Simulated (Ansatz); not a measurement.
Reaction (silylene formation by 1,1-elimination): `N[SiH2]CS` → `NCS` + `[SiH2]`

Isolated molecules relaxed with PBE0-D4/def2-TZVP in Ansatz; ΔE leaves out vibrations. CBS: MP2 limit from def2 TZ/QZ plus the TZ coupled-cluster correction, frozen cores. This one scheme is used for every species. Functionals use def2-TZVPP. HSE06 is defined as in plane-wave codes. One conformer a species, not always the lowest.

```
    species  HSE06 energy (Eh)
`N[SiH2]CS`         -784.44994
      `NCS`         -493.83368
   `[SiH2]`         -290.47957
```

(1) Work out ΔE.

(2) What do rigid-rotor, harmonic-oscillator terms from PBE0-D4/def2-TZVP frequencies (298.15 K, 1 bar) make of the CCSD(T)/CBS value? (Best estimate.)

Largest T1 diagnostic among the species: 0.014.

## Answers

(1) ΔE = (-493.83368) + (-290.47957) − (-784.44994) = 0.13669 Eh = +358.9 kJ/mol. CCSD(T)/CBS gives +361.1 kJ/mol.

(2) The calculation gave: ΔZPE = -11.4 kJ/mol, ΔH = +353.5 kJ/mol, ΔS = 152 J/(mol·K), ΔG = +308.3 kJ/mol.

From PBE to PBE0 (25 % exact exchange), in def2-TZVPP and without D4, ΔE moves by +12.8 kJ/mol. Leaving LDA and LC-ωPBE aside and taking each functional with its dispersion term where it has one, the values, not all of them listed here, spread over 42.8 kJ/mol, from BLYP-D4 to r2SCAN0-D4. LDA lies +39.4 kJ/mol from PBE without D4.
